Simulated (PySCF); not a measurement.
AlCl₂HSe, SMILES [Cl][Al]([Cl])[SeH].

Geometry optimised at B3LYP-D3(BJ)/def2-SVP. The structure was generated by enumeration; whether it is a known compound was not checked. One conformer was computed; it need not be the lowest.

These are B3LYP-D3(BJ)/def2-SVP run with PySCF 2.14.0 values and carry that method's errors.

Frequencies are harmonic and unscaled.

```tsv
mode	ν (cm⁻¹)	IR (km/mol)	moving atoms (share of kinetic energy)
1	106	3.5	Cl 62 %, Se 20 %, Al 16 %
2	131	7.0	Cl 72 %, Se 23 %
3	184	24.2	Al 82 %, Cl 15 %
4	242	5.2	H 98 %
5	307	2.1	Cl 62 %, Se 26 %, Al 11 %
6	550	129.4	Al 67 %, Cl 24 %
7	573	68.0	H 51 %, Al 26 %, Cl 21 %
8	648	82.9	Al 44 %, H 41 %, Cl 14 %
9	2408	5.8	H 99 %
```
